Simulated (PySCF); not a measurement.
SnCl4, SMILES [Cl][Sn]([Cl])([Cl])[Cl].

Geometry: B3LYP-D3(BJ)/def2-SVP. The isomer is the one that the SMILES or the coordinates give; other isomers of the formula were not compared. The def2 effective core potentials stand for the cores of Sn; spin–orbit coupling is left out.

The numbers are results of PySCF with r2SCAN/def2-TZVP, not measurements.

Symmetry labels are those of the subgroup D2 that the program uses (full group Td).

Computed valence orbital energies around the gap with their symmetry:
```tsv
orbital	symmetry	energy (eV)
HOMO−7	A	-9.09
HOMO−6	A	-9.09
HOMO−5	B1	-9.01
HOMO−4	B2	-9.01
HOMO−3	B3	-9.01
HOMO−2	B1	-8.71
HOMO−1	B2	-8.71
HOMO	B3	-8.71
LUMO	A	-4.44
LUMO+1	B2	-0.96
LUMO+2	B1	-0.96
LUMO+3	B3	-0.96
```
